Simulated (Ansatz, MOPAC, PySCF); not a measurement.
Noncovalent pair: N2 (SMILES N#N) (first 2 atoms) with CH2O (SMILES C=O); geometry from B3LYP-D3(BJ)/def2-TZVP, rigid monomers moved along the line of their centres of mass till N2···C3 is 3.66 Å.
(charge 0, multiplicity 1):
```xyz
6

N     -0.3431     0.1055    -0.8559
N      0.2646    -0.0814     0.0303
C      0.5711    -0.2583     3.6767
O     -0.4746     0.0105     4.1981
H      0.8399    -1.2950     3.3967
H      1.3282     0.5149     3.4433
```

Counterpoise-corrected where a basis set is named; no monomer relaxation. Rows marked so take none.

Frozen-core correlation. CBS: X⁻³ extrapolation of the correlation energy, Hartree–Fock from the larger set. Rows in 3-21G, 6-311+G**, 6-31G*, STO-3G carry no dispersion term and start afresh at each structure (6-31G* with six Cartesian d functions). MP2/6-31G* freezes PySCF's default core. The state that PM6 reach isn't checked.

Codes used: Ansatz (Gaussian basis) for Hartree–Fock, density functionals and correlated methods; MOPAC for PM6 (differences of heats of formation); PySCF for 3-21G rows, 6-311+G** rows, 6-31G* rows, STO-3G rows, the dispersion terms. Values without a source in brackets are computed.

Other levels give for the interaction energy: PBE/def2-TZVPPD -0.44; B3LYP/def2-TZVPPD -0.15; B3LYP-D3(BJ)/def2-TZVPPD -0.60; wB97M-V/def2-TZVPPD -0.57; CCSD(T)/CBS(aug-cc-pVDZ, aug-cc-pVTZ) -0.59 kcal/mol.

**Question.** What do these common cheap choices give for the same quantity: PM6, HF/STO-3G (no counterpoise), HF/3-21G (no counterpoise), HF/6-31G*, HF/6-31G* (no counterpoise), BP86/6-31G* (no counterpoise), B3LYP/6-311+G** (no counterpoise), MP2/6-31G*?

**Answer.** PM6 -0.72; HF/STO-3G (no counterpoise) -0.22; HF/3-21G (no counterpoise) -0.55; HF/6-31G* -0.25; HF/6-31G* (no counterpoise) -0.35; BP86/6-31G* (no counterpoise) -0.09; B3LYP/6-311+G** (no counterpoise) -0.25; MP2/6-31G* -0.49 kcal/mol. They span -0.72 to -0.09 kcal/mol.

Ansatz is a quantum-chemistry and plane-wave program.
